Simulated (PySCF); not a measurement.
## Structure from NMR data

Molecular formula: C$_{8}$H$_{15}$P. Simulated spectra:

¹H NMR (400 MHz, computed): δ 6.73 (m, 1H), 6.11 (m, 1H), 5.77 (m, 1H), 1.98 (m, 2H), 1.90 (m, 2H), 1.54 (m, 2H), 1.17 (m, 2H), 1.10 (m, 1H), 0.94 (m, 3H).

¹³C{¹H} NMR (computed): δ 153.7 (CH), 134.0 (CH2), 38.3 (CH), 36.7 (CH2, 2C), 34.1 (CH2, 2C), 25.6 (CH3).

[PySCF 2.14.0 with density-fitted response routines: PBE0/pcSseg-1 with gauge-including orbitals; geometry from GFN2-xTB; equivalent nuclei averaged; single conformer; no relativistic terms; no solvent]

Shifts are taken against calculated references (same method and geometry level): ¹H and ¹³C vs TMS.

Which candidate is it?
A. C=CC1CP(CCC)C1
B. C=CP1CCC(C)CC1
C. CC(C)(C)P1CC=CC1
D. CCP1CC(C)=C(C)C1

Answers

B. 

- 6 carbon signals for 8 carbons: some carbons are equivalent by symmetry or fast rotation.
- Carbon types of the structure: 2 × CH, 5 × CH2, 1 × CH3, which accounts for all hydrogens.
- δC 153.7: alkene CH; an sp2 carbon of a C=C bond.
- δC 134.0: terminal =CH2 carbon; the olefinic region.
- δC 38.3: sp3 CH in a ring; saturated and bonded to C and H only.
- δC 36.7: sp3 CH2 in a ring; saturated and bonded to C and H only.
- δH 1.10: hydrogen on an sp3 CH in a ring; far from electronegative atoms and π systems.

The others: CC(C)(C)P1CC=CC1 would give 4 carbon signals, not 6; CCP1CC(C)=C(C)C1 would give 5 carbon signals, not 6; C=CC1CP(CCC)C1 would give 7 carbon signals, not 6.

Splittings by ³¹P in the carbon and heteronuclear signals aren't shown, as no couplings were computed. Shifts are as computed. Against solution values, carbons near 30 ppm lie about +3 ppm off and those near 130 ppm about +5 ppm. Of 1211 compounds with measured shifts, 218 miss one by over three times the rms of a fit or turn the order of signals round; such compounds aren't used in these exercises. Multiplicities follow the n + 1 count of equivalent neighbours, as no J values were calculated; m marks all less simple cases, F and P coupling included.
